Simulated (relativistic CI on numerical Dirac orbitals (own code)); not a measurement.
## Electric-dipole lines of Bi LX

Computed by Dirac-Coulomb-Breit CI, orbitals from a KLI potential per configuration, a model potential for QED, unscaled Slater integrals (own radial code, finite nucleus).

Configurations in the expansion (outside the closed core [Ne]): 3s2.3p6.3d6, 3s2.3p5.3d7, 3s2.3p4.3d8, 3s.3p6.3d7, 3p6.3d8, 3s.3p5.3d8, 3s2.3p6.3d5.4s, 3s2.3p6.3d5.4p, 3s2.3p4.3d7.4s, 3s2.3p6.3d5.4d, 3s2.3p4.3d7.4p, 3s2.3p5.3d6.4s, 3s2.3p6.3d5.4f, 3s2.3p4.3d7.4d, 3s.3p5.3d7.4s, 3s2.3p5.3d6.4p, 3s2.3p5.3d6.4d, 3s2.3p6.3d4.4s2, 3s.3p6.3d6.4s, 3p6.3d7.4s, 3p6.3d7.4p, 3s2.3p6.3d5.5s, 3p6.3d7.4d, 3s.3p6.3d5.4s2. Levels of other configurations are missing.

```tsv
λ vac (Å)	Lower	Upper	A (s⁻¹)	gf	Branching (%)
4.8003	3s2.3p6.3d6 3F_4 [1]	3s2.3p6.3d5.4p 3G°_5 [395]	9.60e+12	3.65e-01	99.2
12.347	3s2.3p6.3d6 3H_4 [18]	3s2.3p5.3d7 3F°_4 [159]	3.78e+12	7.78e-01	24.7
12.409	3s2.3p6.3d6 3H_5 [20]	3s2.3p5.3d7 3F°_4 [159]	6.77e+12	1.41e+00	44.2
12.412	3s2.3p6.3d6 1I_6 [21]	3s2.3p5.3d7 3G°_5 [161]	1.05e+13	2.66e+00	62.6
12.522	3s2.3p6.3d6 1G_4 [24]	3s2.3p5.3d7 3D°_3 [162]	7.50e+12	1.23e+00	47.4
12.524	3s2.3p5.3d7 3H°_6 [62]	3s2.3p4.3d8 3G_5 [230]	1.13e+13	2.92e+00	58.3
12.556	3s2.3p6.3d6 3D_3 [10]	3s2.3p5.3d7 3D°_2 [123]	6.80e+12	8.04e-01	46.5
12.557	3s2.3p6.3d6 1G_4 [31]	3s2.3p5.3d7 1G°_4 [183]	9.89e+12	2.10e+00	79.7
12.562	3s2.3p6.3d6 1G_4 [31]	3s2.3p5.3d7 3F°_3 [182]	9.20e+12	1.52e+00	77.2
12.575	3s2.3p6.3d6 3H_6 [7]	3s2.3p5.3d7 3G°_5 [121]	1.01e+13	2.63e+00	65.5
12.578	3s2.3p6.3d6 3G_5 [8]	3s2.3p5.3d7 3G°_5 [121]	4.05e+12	1.06e+00	26.3
12.580	3s2.3p5.3d7 3I°_7 [54]	3s2.3p4.3d8 3H_6 [221]	1.29e+13	3.97e+00	70.6
12.580	3s2.3p5.3d7 3G°_5 [60]	3s2.3p4.3d8 3F_4 [229]	9.88e+12	2.11e+00	55.2
12.616	3s2.3p6.3d6 5D_3 [4]	3s2.3p5.3d7 3F°_4 [118]	3.51e+12	7.55e-01	26.4
12.626	3s2.3p6.3d6 5D_4 [5]	3s2.3p5.3d7 3F°_4 [118]	4.40e+12	9.46e-01	33.0
12.629	3s2.3p6.3d6 1G_4 [12]	3s2.3p5.3d7 3F°_3 [126]	9.34e+12	1.56e+00	63.1
12.746	3s2.3p6.3d6 3G_5 [8]	3s2.3p5.3d7 3F°_4 [118]	3.96e+12	8.69e-01	29.8
12.818	3s2.3p6.3d6 1I_6 [21]	3s2.3p5.3d7 3I°_6 [147]	5.05e+12	1.62e+00	81.0
14.320	3s2.3p5.3d7 5G°_6 [34]	3s.3p6.3d7 5F_5 [181]	8.03e+12	2.71e+00	63.6
14.331	3s2.3p5.3d7 3F°_4 [40]	3s.3p6.3d7 3D_3 [190]	7.47e+12	1.61e+00	59.5
14.334	3s2.3p5.3d7 3H°_6 [48]	3s.3p6.3d7 5F_5 [197]	6.68e+12	2.26e+00	59.2
14.357	3s2.3p5.3d7 5G°_5 [47]	3s.3p6.3d7 5F_4 [195]	7.09e+12	1.97e+00	60.4
14.458	3s2.3p5.3d7 3I°_7 [54]	3s.3p6.3d7 3H_6 [199]	4.81e+12	1.96e+00	47.7
21.991	3s2.3p6.3d6 3P_2 [2]	3s2.3p5.3d7 3P°_1 [46]	2.04e+12	4.43e-01	61.4
22.040	3s2.3p6.3d6 5D_4 [5]	3s2.3p5.3d7 3F°_3 [69]	1.86e+12	9.46e-01	60.9
22.160	3s2.3p6.3d6 5D_3 [4]	3s2.3p5.3d7 5D°_2 [68]	1.56e+12	5.75e-01	53.3
22.203	3s2.3p6.3d6 3F_4 [1]	3s2.3p5.3d7 3D°_3 [44]	3.07e+12	1.59e+00	91.2
22.208	3s2.3p6.3d6 5D_4 [5]	3s2.3p5.3d7 3G°_3 [67]	1.11e+12	5.73e-01	49.5
22.226	3s2.3p6.3d6 3G_5 [8]	3s2.3p5.3d7 3F°_4 [71]	2.72e+12	1.81e+00	80.5
22.293	3s2.3p6.3d6 3H_6 [7]	3s2.3p5.3d7 3G°_5 [70]	2.57e+12	2.10e+00	78.9
22.424	3s2.3p6.3d6 3H_4 [18]	3s2.3p5.3d7 3G°_3 [94]	2.00e+12	1.05e+00	66.3
22.708	3s2.3p6.3d6 1I_6 [21]	3s2.3p5.3d7 1H°_5 [95]	2.43e+12	2.07e+00	83.7
22.746	3s2.3p6.3d6 3F_4 [27]	3s2.3p5.3d7 3D°_3 [101]	2.21e+12	1.20e+00	80.8
22.784	3s2.3p6.3d6 1G_4 [12]	3s2.3p5.3d7 3F°_3 [78]	1.48e+12	8.05e-01	71.3
22.794	3s2.3p6.3d6 3F_4 [1]	3s2.3p5.3d7 3F°_4 [42]	2.44e+12	1.71e+00	98.0
22.800	3s2.3p6.3d6 3H_5 [20]	3s2.3p5.3d7 3G°_4 [92]	1.88e+12	1.32e+00	73.1
22.906	3s2.3p6.3d6 3P_0 [3]	3s2.3p5.3d7 3P°_1 [46]	1.23e+12	2.91e-01	37.1
23.045	3s2.3p6.3d6 1G_4 [12]	3s2.3p5.3d7 1G°_4 [74]	1.26e+12	9.01e-01	62.1
23.131	3s2.3p5.3d7 3F°_4 [42]	3s2.3p4.3d8 3F_4 [115]	2.83e+12	2.04e+00	60.2
23.173	3s2.3p6.3d6 3P_2 [2]	3s2.3p5.3d7 3D°_3 [43]	7.91e+11	4.46e-01	91.7
23.272	3s2.3p6.3d6 5D_3 [4]	3s2.3p5.3d7 5D°_3 [58]	1.58e+12	8.99e-01	89.6
23.391	3s2.3p6.3d6 3H_6 [7]	3s2.3p5.3d7 3H°_6 [62]	1.56e+12	1.66e+00	95.6
23.462	3s2.3p6.3d6 5D_4 [5]	3s2.3p5.3d7 3F°_4 [56]	1.04e+12	7.75e-01	79.2
23.524	3s2.3p6.3d6 3P_2 [2]	3s2.3p5.3d7 3P°_2 [41]	1.40e+12	5.79e-01	96.8
24.634	3s2.3p6.3d6 3F_4 [1]	3s2.3p5.3d7 3G°_5 [36]	4.34e+11	4.34e-01	90.7
```

Terms are leading LS components. Brackets give the number of a level in order of energy, since labels repeat. The list gives strong lines, with weight on those to low levels, without lines whose two gauges differ by over a factor of 2.5, among the lowest 400 of 9826 levels, so that lines to higher ones, which can be the strongest, are missing. Levels whose partners in the same complex of configurations lie outside the list can be far off, and so can their lines. Rates are taken at the computed energies, electric ones in the length gauge.

At this charge energies of transitions that change n are usually good to better than 1 %, and those within a shell (Δn = 0) to a few per cent.

LS names give the leading component of a level, which can be under half, so a name can repeat, a term be missing and a line seem to break the LS rules.
